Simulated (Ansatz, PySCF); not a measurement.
The pair A = ClFHIn (SMILES [F][InH][Cl]) (first 4 atoms), B = NH3 (SMILES N); geometry from B3LYP-D3(BJ)/def2-TZVP.
(charge 0, multiplicity 1):
```xyz
8

F      0.8802     1.4208     1.1647
In    -0.7270     0.2746     1.3966
Cl    -2.2034     1.2916     2.9507
H     -1.2190    -0.7851     0.1578
N      0.5312    -0.7449     3.0707
H      1.3867    -0.1962     3.0232
H      0.0783    -0.5617     3.9612
H      0.7656    -1.7300     3.0155
```

Frozen-core correlation. Filled d and f shells under p-block atoms count as core. CBS(a, b) extrapolates the correlation energy as X⁻³ and adds the Hartree–Fock energy of set b.

Codes used: Ansatz (Gaussian basis) for Hartree–Fock, density functionals and correlated methods; PySCF for the dispersion terms.  In def2 rows elements past Kr take small-core potentials, without spin–orbit coupling.

The monomers are drawn apart, rigid, along the line of their centres of mass. Counterpoise-corrected interaction energies (kcal/mol):

| level | R = 3.372 Å | R = 4.303 Å |
|---|---|---|
| PBE/def2-TZVPPD | -12.6914 | -4.5310 |
| PBE-D3(BJ)/def2-TZVPPD | -13.6721 | -4.9620 |
| wB97M-V/def2-TZVPPD | -14.0942 | -5.0144 |
| MP2/CBS(def2-SVPD, def2-TZVPPD) + ΔCCSD(T)/def2-SVPD | -13.7199 | -5.1086 |

Q: R is the distance of the centres of mass. Find the local exponent m of E ∝ R⁻ᵐ between the two points.

A: 
m = ln(E₁/E₂)/ln(R₂/R₁): PBE/def2-TZVPPD 4.2; PBE-D3(BJ)/def2-TZVPPD 4.2; wB97M-V/def2-TZVPPD 4.2; MP2/CBS(def2-SVPD, def2-TZVPPD) + ΔCCSD(T)/def2-SVPD 4.0. For scale, two fixed dipoles give m = 3, dipole and quadrupole 4, quadrupoles 5, and dispersion or dipole-induced dipole 6 at long range; at these distances several terms mix, and what is left of overlap and damping shifts m, so it need not match one of them.

Ansatz is a program for electronic structure.
